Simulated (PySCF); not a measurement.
Computed IR spectrum (relative IR intensity) of a molecule C₃H₆FNSi. Geometry: PBE-D3(BJ)/def2-SVP. Other conformers were not sampled. Computed with PBE-D3(BJ)/def2-SVP in PySCF. Frequencies are harmonic and unscaled.

Lines under 2 % of the strongest are left out, and lines within 2 cm⁻¹ are merged.

ν (cm⁻¹): 171 (vw), 232 (vw), 365 (w), 500 (w), 605 (w), 668 (w), 757 (w), 864 (vs), 897 (w), 907 (m), 1060 (vw), 1084 (w), 1154 (m), 1228 (w), 1327 (m), 1555 (vw), 2167 (m), 2174 (m), 2198 (m), 2965 (w), 2987 (w), 3061 (vw) (against the strongest line: vs over 80 %, s over 45 %, m over 15 %, w over 4 %, vw less)

Question: Identify the compound among the candidates.
A. CC1=NC[Si@H]1F
B. N[Si@@H]1CC=C1F
C. F[C@@H]1CN=C1[SiH3]
D. F/C=C\N=C/[SiH3]

Answer: C, F[C@@H]1CN=C1[SiH3]
